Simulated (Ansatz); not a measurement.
One change: `[SeH][SiH2][TeH]` becomes `[SeH][SiH2]Br`.

Ansatz, PBE0-D4/def2-TZVP geometries, multiplicity 1. Each molecule was computed in one conformer, which needn't be the lowest.

Elements past krypton have def2 core potentials. Scalar relativity is left out up to krypton. Spin–orbit coupling is left out; it splits and shifts lone-pair levels of the heavy atoms by tenths of an eV.

| property | `[SeH][SiH2][TeH]` |
| --- | --- |
| HOMO–LUMO gap (PBE0/def2-TZVPP) / eV | 5.76 |
| ideal-gas entropy at 298 K and 1 bar (rigid rotor, harmonic PBE0-D4/def2-TZVP) / J/(mol·K) | 356 |
| HOMO energy (ωB97M-V/def2-TZVPP) / eV | -8.77 |
| HOMO energy (PBE/def2-TZVPP) / eV | -5.69 |
| HOMO–LUMO gap (PBE/def2-TZVPP) / eV | 3.95 |
| size of the dipole moment (PBE/def2-TZVPP) / D | 0.77 |

Q: Give the same properties after the change, and the shifts. (Estimate.)

A: Computed: 
```
                                                                                  property  `[SeH][SiH2]Br`  shift
                                                      HOMO–LUMO gap (PBE0/def2-TZVPP) / eV             6.86   1.10
ideal-gas entropy at 298 K and 1 bar (rigid rotor, harmonic PBE0-D4/def2-TZVP) / J/(mol·K)              330    -26
                                                     HOMO energy (ωB97M-V/def2-TZVPP) / eV            -9.58  -0.81
                                                         HOMO energy (PBE/def2-TZVPP) / eV            -6.30  -0.61
                                                       HOMO–LUMO gap (PBE/def2-TZVPP) / eV             4.84   0.89
                                            size of the dipole moment (PBE/def2-TZVPP) / D             0.96   0.19
```

With PBE0 the HOMO falls by 0.74 eV and the LUMO rises by 0.36 eV, so the gap widens by about 1.10 eV. PBE moves the HOMO by -0.61 eV and ωB97M-V by -0.81 eV. The zero-point energy changes by -15.1 kJ/mol with -3 modes. Dipoles are sizes alone; their direction can turn.
